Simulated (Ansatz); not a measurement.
The atomisation energy (no zero-point term) down a group: C to Ge

One atom is swapped for its congeners: Se(CH3)(GeH3); Se(GeH3)(SiH3); Se(GeH3)2. All are singlets with charge 0.

Shapes, held fixed at every level: PBE0-D4/def2-TZVP. Programs: Ansatz 0.2.0. Values in eV.

```
               level  Se(CH3)(GeH3)  Se(GeH3)2
         HF/def2-SVP          20.82      17.47
   PBE-D4/def2-TZVPP          28.43      23.87
r2SCAN-D4/def2-TZVPP          28.41      24.29
   B2PLYP/def2-TZVPP          27.95      23.74
      MP2/def2-TZVPP          27.77      23.60
  CCSD(T)/def2-TZVPP          27.89      23.97
```

(1) Estimate the column for Se(GeH3)(SiH3) from its neighbours.

## Answers

(1) The mean of the neighbours at CCSD(T)/def2-TZVPP is 25.93 eV, against 25.01 from the run: the member lies nearer Ge. All rows: HF/def2-SVP 18.68; PBE-D4/def2-TZVPP 25.06; r2SCAN-D4/def2-TZVPP 25.47; B2PLYP/def2-TZVPP 24.97; MP2/def2-TZVPP 24.71; CCSD(T)/def2-TZVPP 25.01 eV. At CCSD(T)/def2-TZVPP the atomisation energy falls at every step, from 27.89 to 23.97 eV. Every level shows the same order. Relativity is left out for Ge, Se unless named. Correlated rows may include outer-core shells of Ge, Se, which these sets cover unevenly. Spin-orbit coupling, which grows down the group, is left out (summed over each molecule's free atoms 0.24, 0.26, 0.36 eV).
